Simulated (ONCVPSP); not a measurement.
## u(r) = r·R(r): atom against pseudo-atom (Ca)

Columns: radius, all-electron u(r) and pseudo u(r) of the 3p shell (level -43.06 eV) of calcium in the configuration [Ne] 3s2 3p6; PBE, scalar-relativistic, ONCV scheme, ONCVPSP 4.0.1.

```tsv
r (bohr)	all-electron	pseudo
0.103	-0.3325	0.0256
0.205	-0.4775	0.0982
0.308	-0.3191	0.2103
0.410	-0.0289	0.3466
0.513	0.2768	0.4943
0.615	0.5344	0.6353
0.718	0.7301	0.7591
0.820	0.8591	0.8538
0.923	0.9319	0.9163
1.025	0.9578	0.9447
1.128	0.9491	0.9424
1.230	0.9159	0.9147
1.332	0.8666	0.8685
1.435	0.8069	0.8096
1.538	0.7422	0.7442
1.640	0.6766	0.6777
1.743	0.6113	0.6117
1.845	0.5493	0.5493
1.948	0.4903	0.4903
2.050	0.4362	0.4362
2.153	0.3861	0.3861
2.255	0.3410	0.3410
2.358	0.3000	0.3000
2.460	0.2635	0.2635
2.562	0.2309	0.2309
2.665	0.2017	0.2017
```

Question: How many radial nodes do the two functions have?

Answer: The all-electron 3p function has n − l − 1 = 1; the pseudo-wave has 0, since the states of the same l below it are removed with the core.

Question: At about which radius was the pseudo-wave matched?

Answer: 2.05 bohr. The columns agree to 0.0005 from 1.74 bohr on; several derivatives are matched, so the curves merge somewhat inside the radius.

Question: Is the pseudo-wave norm-conserving?

Answer: Yes: the ONCV scheme keeps the norm inside the radius equal to the all-electron one, which fixes the energy derivative of the logarithmic derivative at the level.
